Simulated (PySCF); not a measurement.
Energy of Tc²⁺ (technetium, charge +2) between two integer charges

The 4d alpha orbital of [Kr] 4d5 is emptied in steps (occupation f), with all orbitals relaxed, ending at [Kr] 4d4. All numbers are calculated (PySCF 2.14, a scalar-relativistic core potential, in def2-SVP with the def2 core potential (28 electrons)). The exact energy is a straight line in f; departures are measured from the line between the end points of the same method.

```json
{"f": "1", "BHandHLYP (eV)": "0.000", "wB97X (eV)": "0.000", "r2SCAN0 (eV)": "0.000"}
{"f": "0.9", "BHandHLYP (eV)": "-0.250", "wB97X (eV)": "-0.178", "r2SCAN0 (eV)": "-0.390"}
{"f": "0.7", "BHandHLYP (eV)": "-0.588", "wB97X (eV)": "-0.418", "r2SCAN0 (eV)": "-0.913"}
{"f": "0.5", "BHandHLYP (eV)": "-0.705", "wB97X (eV)": "-0.500", "r2SCAN0 (eV)": "-1.089"}
{"f": "0.3", "BHandHLYP (eV)": "-0.596", "wB97X (eV)": "-0.422", "r2SCAN0 (eV)": "-0.917"}
{"f": "0.1", "BHandHLYP (eV)": "-0.257", "wB97X (eV)": "-0.181", "r2SCAN0 (eV)": "-0.394"}
{"f": "0", "BHandHLYP (eV)": "0.000", "wB97X (eV)": "0.000", "r2SCAN0 (eV)": "0.000"}
```

| method | E(f=0) − E(f=1) (eV) | −ε at f=1 (eV) | −ε at f=0.5 (eV) |
| --- | --- | --- | --- |
| BHandHLYP | 29.741 | 26.977 | 29.716 |
| wB97X | 29.610 | 27.647 | 29.597 |
| r2SCAN0 | 30.082 | 25.759 | 30.069 |

Orbital energy along the path (eV):

| f | BHandHLYP | wB97X | r2SCAN0 |
| --- | --- | --- | --- |
| 1 | -26.977 | -27.647 | -25.759 |
| 0.9 | -27.510 | -28.024 | -26.611 |
| 0.7 | -28.599 | -28.799 | -28.330 |
| 0.5 | -29.716 | -29.597 | -30.069 |
| 0.3 | -30.857 | -30.408 | -31.820 |
| 0.1 | -32.019 | -31.221 | -33.579 |
| 0 | -32.608 | -31.626 | -34.461 |

Reference removal energy between the ground levels: 29.55 eV (semi-empirical (NIST evaluation); NIST Atomic Spectra Database, ionization energies). The calculation has no spin-orbit coupling. The determinant left behind need not be the lowest term of the ion.
